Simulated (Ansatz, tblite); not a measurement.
Forces on the cluster Be4O4 at its PBE-D4/def2-SVP geometry. The state is a singlet with charge 0.

The xTB rows come from tblite. Another isomer (singlet) lies 9.80 eV lower at PBE0-D4/def2-TZVP; other spin states weren't run for this one.

GFN1-xTB (tblite), largest force 1.58 eV/Å:

```xyz
8
positions Å, forces eV/Å
Be   -1.605   -3.568    0.321    0.329    1.359   -0.193
Be    2.192    3.187    0.667   -0.983   -0.966   -0.310
Be    0.433    1.045   -0.154   -0.694   -0.593   -0.436
Be   -0.659   -0.897   -0.254    0.168    0.930   -0.360
O     1.279    2.203    0.325    1.130    1.066    0.313
O     0.674   -0.334   -0.864   -0.454    0.221    0.650
O    -1.224   -2.255    0.095   -0.340   -1.534    0.183
O    -1.090    0.619   -0.137    0.844   -0.482    0.153
```

GFN2-xTB (tblite), largest force 1.65 eV/Å:

```
Be 0.397 1.588 -0.235
Be -1.140 -1.140 -0.372
Be -0.701 -0.638 -0.433
Be 0.202 0.959 -0.353
O 1.031 0.892 0.237
O -0.859 0.434 0.946
O -0.240 -1.354 0.125
O 1.310 -0.741 0.086
```

PBE-D4/def2-TZVP (Ansatz), largest force 0.88 eV/Å:

```
Be 0.240 0.830 -0.143
Be -0.578 -0.622 -0.216
Be -0.118 -0.272 -0.031
Be 0.177 0.242 -0.006
O 0.470 0.493 0.131
O -0.344 0.179 0.247
O -0.184 -0.663 0.073
O 0.338 -0.187 -0.055
```
